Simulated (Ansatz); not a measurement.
Basis sets compared for the cluster Au₂Cl₂. Total charge 0; singlet. Geometry PBE0-D4/def2-SVP. Ansatz on 4 threads of Arm Neoverse V2 on a shared host; times are rough, and most runs start from earlier orbitals.

Cartesian coordinates in Å:
```
Au 0.944 0.648 0.794
Au -0.944 -0.648 -0.795
Cl -1.317 1.624 0.241
Cl 1.317 -1.624 -0.240
```

In the def2 sets Au takes a core potential; there is no spin–orbit coupling. The structure comes from a short search, and lower isomers may exist.

Binding counts from free atoms (Au doublet, Cl doublet) in the same basis, without a counterpoise term.

```
                            level  functions  energy (Eh)  HOMO (eV)  LUMO (eV)  binding per atom (eV)  wall time
                  PBE-D4/def2-SVP        100   -1191.3349      -6.18      -4.40                   1.77      0.8 s
                 PBE-D4/def2-TZVP        154   -1191.6700      -6.27      -4.46                   1.78      1.1 s
r2SCAN-D4/def2-TZVP (with forces)        154   -1192.0111      -6.44      -4.32                   1.76      3.7 s
                 PBE0-D4/def2-SVP        100   -1191.3171      -7.36      -3.48                   1.68      1.2 s
                PBE0-D4/def2-TZVP        154   -1191.6481      -7.42      -3.52                   1.69      1.8 s
```

(1) Estimate the rows for PBE-D4/def2-TZVPD, r2SCAN-D4/def2-TZVPD, PBE0-D4/def2-TZVPD.

Results:

(1) 
```json
{"level": "PBE-D4/def2-TZVPD", "functions": "178", "energy (Eh)": "-1191.6738", "HOMO (eV)": "-6.27", "LUMO (eV)": "-4.47", "binding per atom (eV)": "1.79", "wall time": "1.6 s"}
{"level": "r2SCAN-D4/def2-TZVPD", "functions": "178", "energy (Eh)": "-1192.0145", "HOMO (eV)": "-6.42", "LUMO (eV)": "-4.30", "binding per atom (eV)": "1.78", "wall time": "4.5 s"}
{"level": "PBE0-D4/def2-TZVPD", "functions": "178", "energy (Eh)": "-1191.6519", "HOMO (eV)": "-7.42", "LUMO (eV)": "-3.51", "binding per atom (eV)": "1.71", "wall time": "2.4 s"}
```
